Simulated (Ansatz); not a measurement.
`[SiH3]N[SiH2][GaH2]` + H₂ → `[SiH3]N[SiH3]` + `[GaH3]` at 600 K and 1 bar (hydrogenolysis of the Si–Ga bond).

Program: Ansatz. Geometries: PBE0-D4/def2-TZVP. ΔE: electronic, gas phase. CBS: MP2 limit from def2 TZ/QZ plus the TZ coupled-cluster correction, frozen cores. This one scheme is used for every species. For Ga outer-core shells are correlated without core-valence functions, which leaves a few kJ/mol of doubt a bond. Scalar relativity is left out up to krypton. Each species was taken in one conformer, which may not be the lowest.

```
              species  CCSD(T)/CBS energy (Eh)  H − E (kJ/mol)  S (J/(mol·K))
`[SiH3]N[SiH2][GaH2]`              -2561.63827           263.9          499.0
                   H₂                 -1.17544            43.9          150.8
      `[SiH3]N[SiH3]`               -637.10515           230.1          420.5
             `[GaH3]`              -1925.70545            74.9          253.2
```

H − E and S are ideal-gas, rigid-rotor, harmonic terms from PBE0-D4/def2-TZVP, for one conformer and one mirror image of each species. For small species the MP2-based limit differs from directly extrapolated CCSD(T) by up to some mEh (0.8 for H₂); such offsets cancel only in part. 1 Eh = 2625.50 kJ/mol, R = 8.31446 J/(mol·K).

**Question.** By hand: ΔE, ΔH, ΔS and ΔG.

**Answer.** ΔE = (-637.10515) + (-1925.70545) − (-2561.63827) − (-1.17544) = 0.00311 Eh = 8.2 kJ/mol. Δ(H − E) = 230.1 + 74.9 − 263.9 − 43.9 = -2.8, so ΔH = 5.4 kJ/mol. ΔS = 420.5 + 253.2 − 499.0 − 150.8 = 23.9 J/(mol·K). ΔG = 5.4 − 600 × (23.9)/1000 = -8.9 kJ/mol.

**Question.** By hand: the equilibrium constant, and the temperature at which ΔG would vanish if ΔH and ΔS stayed fixed.

**Answer.** log₁₀ K = −ΔG/(RT ln 10) = 0.8. ΔG = 0 at ΔH/ΔS = 226 K, though so small a ΔH makes that figure unsure.

TΔS isn't small against ΔH here. A doubt of 5 kJ/mol in ΔE shifts log₁₀ K by 0.4 here. Other conformers and mirror images would add mixing entropy, several J/(mol·K) or more a flexible species. Modes under 60 cm⁻¹, often nearly free rotors, make the harmonic entropy too high. These are equilibria of isolated gas molecules and say nothing of rates. Largest T1 diagnostic: 0.013 (customary marks: 0.02 for closed shells, 0.045 for open ones).
